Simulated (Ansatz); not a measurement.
One step, two centres

Four-centre ligand exchange, with the central atom changed down its group and all else kept; in the first member these bonds form or tighten: C–H, O–Si; these break or loosen: C–Si, H–O.

Gas-phase electronic energies, without zero-point energy, by CCSD(T) at an estimated basis limit (MP2 extrapolated from triple and quadruple zeta, plus CCSD(T) − MP2 in triple zeta); Ansatz 0.2.0, def2-TZVPP and QZVPP, frozen cores, core potentials past krypton, on PBE0-D4/def2-TZVP structures. Extrapolation: Hartree–Fock as exp(−7.88 √X), correlation as X^−2.97. All energies, in eV, count from the separated reactants, without counterpoise correction; the start and end structures are the complexes reached by relaxing down from the saddle, and deeper ones may exist. Brackets give SMILES, or, where every atom is bracketed, only which atoms are joined. Steps whose reference was doubtful or whose search ended elsewhere are left out.

| reactants | products | start structure | saddle | end structure | saddle by PBE0-D4/TZ |
| --- | --- | --- | --- | --- | --- |
| CH₆Si ([CH3][SiH3]) + H₂O | SiH₄O ([OH][SiH3]) + CH₄ | -0.088 | 2.099 | -0.965 | 1.881 |
| CH₆Sn ([CH3][SnH3]) + H₂O | SnH₄O ([OH][SnH3]) + CH₄ | -0.124 | ? | -0.420 | 1.608 |

Problem. What is the height of the saddle for CH₆Sn ([CH3][SnH3]) + H₂O? (To be estimated.)

Solution. Computed: 1.752 eV relative to the separated reactants, the lower of the two; above its start structure the barrier is 1.752 − (-0.124) ≈ 1.876 eV.

The saddle falls down the group: the larger centre, with longer and weaker bonds, takes on an extra partner at less cost.

Problem. How do the PBE0-D4 saddles lie against the coupled-cluster estimate?

Solution. Both lower, by 0.145 to 0.218 eV.

T1 diagnostic: at most 0.014. The filled d shells of Sn are correlated in sets not built for that, so values that involve them are less sure.

For scale, one of the runs: CCSD(T)/def2-TZVPP, 224 basis functions (an equivalent command: `ansatz run in.yaml --threads 4`). Time: 2.3 min of wall clock on 4 CPU threads; the host was shared. Peak host memory: 4.1 GiB.
